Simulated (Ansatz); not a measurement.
Consider the formal exchange of groups at the Si–O bond: `O[Si](O)(F)O[SiH3]` + `NC(N)(F)F` → `N[Si](O)(O)F` + `NC(F)(F)O[SiH3]`.

Calculated with Ansatz (gas phase, PBE0-D4/def2-TZVP geometries, no zero-point term in ΔE). CBS: MP2 limit from def2 TZ/QZ plus the TZ coupled-cluster correction, frozen cores. DFT in def2-TZVPP. B3LYP here is the variant with VWN-RPA as its local correlation; programs differ in this. One conformer a species, not always the lowest.

`O[Si](O)(F)O[SiH3]`:

```xyz
11

O     2.022   -0.415    0.991
Si    0.426   -0.632    0.788
O    -0.366    0.321    1.829
F     0.104   -2.166    1.044
O    -0.087   -0.290   -0.694
Si   -0.976    0.739   -1.613
H     2.622   -1.065    0.624
H    -0.035    0.392    2.724
H    -0.777    0.355   -3.031
H    -0.520    2.136   -1.404
H    -2.413    0.627   -1.259
```

`NC(N)(F)F`:

Z-matrix (Å, degrees):
```
C
N 1 1.402
F 1 1.376 2 107.1
N 1 1.402 2 111.1 3 125.2
F 1 1.376 2 114.1 3 -113.6
H 2 1.010 1 110.6 3 175.8
H 2 1.010 1 111.1 3 52.1
H 4 1.010 1 110.6 2 -59.0
H 4 1.011 1 111.1 2 177.2
```

`N[Si](O)(O)F`:

```xyz
9

N    -0.683    1.004   -0.665
Si    0.224   -0.283   -0.059
O    -0.821   -1.176    0.816
O     1.532    0.264    0.745
F     0.876   -1.241   -1.153
H    -0.248    1.777   -1.137
H    -1.640    0.871   -0.947
H    -0.603   -2.100    0.945
H     1.364    0.883    1.455
```

`NC(F)(F)O[SiH3]`:

Z-matrix (Å, degrees):
```
C
F 1 1.362
F 1 1.378 2 103.3
N 1 1.398 2 109.4 3 120.6
O 1 1.345 2 111.2 3 -116.8
H 4 1.011 1 111.3 2 -68.9
H 4 1.010 1 110.6 2 167.4
Si 5 1.672 1 125.4 2 35.6
H 8 1.481 5 110.3 1 -74.9
H 8 1.481 5 110.6 1 47.5
H 8 1.479 5 103.8 1 166.7
```

**Question.** Is it downhill or uphill in electronic energy at CCSD(T)/CBS, and by how much? (An estimate is asked.)

**Answer.** Computed: Uphill: ΔE = +73.0 kJ/mol.

**Question.** What do these levels give: PBE-D4, r2SCAN-D4, PBE0-D4, B3LYP-D4, CCSD(T)/def2-TZVPP, HF/def2-QZVPP? (An estimate is asked.)

**Answer.** Computed: PBE-D4 65.1, r2SCAN-D4 69.2, PBE0-D4 68.7, B3LYP-D4 72.1, CCSD(T)/def2-TZVPP 72.7, HF/def2-QZVPP 81.0 kJ/mol.

Largest T1 diagnostic among the species: 0.012.

In def2-TZVPP, CCSD(T) changes the Hartree–Fock value by −7.1 kJ/mol (the triples alone add −1.6 kJ/mol) and MP2 by −5.9 kJ/mol. From PBE to PBE0 (25 % exact exchange), in def2-TZVPP and without D4, ΔE moves by +3.5 kJ/mol.
